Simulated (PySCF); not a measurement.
Bromine: a sound run and one with changed settings

Sound run: Br⁺ [Ar] 3d10 4s2 4p4, Br²⁺ [Ar] 3d10 4s2 4p3. Calculation: PySCF 2.14, in pcseg-2 (6s5p3d1f, 43 functions); the non-relativistic Hamiltonian (point nucleus). The sound run starts from symmetry-adapted Hartree-Fock orbitals and uses a fine grid where one is needed.

A second run was set up differently.

```csv
species,method,sound run (hartree),changed run (hartree),converged
Br⁺,UHF,-2572.02190,-2572.02190,yes
Br⁺,r2SCAN,-2573.69508,-2577.77099,yes
Br⁺,M06-L,-2573.61545,-2577.00227,yes
Br²⁺,UHF,-2571.27677,-2571.27677,yes
Br²⁺,r2SCAN,-2572.90547,-2576.67782,yes
Br²⁺,M06-L,-2572.83525,-2575.91904,yes
```

Ionisation energy of Br⁺:

| method | sound run (eV) | changed run (eV) |
| --- | --- | --- |
| UHF | 20.276 | 20.276 |
| r2SCAN | 21.486 | 29.747 |
| M06-L | 21.230 | 29.476 |

(1) What was changed?
A. basis contracted for another Hamiltonian
B. radial grid too coarse
C. level shift left on
D. all electrons correlated in a valence basis

Answers

(1) B. It used radial step 1.2 in ln r (0.13 in the sound run). A coarse radial grid mis-integrates the density and the exchange-correlation energy, with errors of either sign; Hartree-Fock needs no grid.
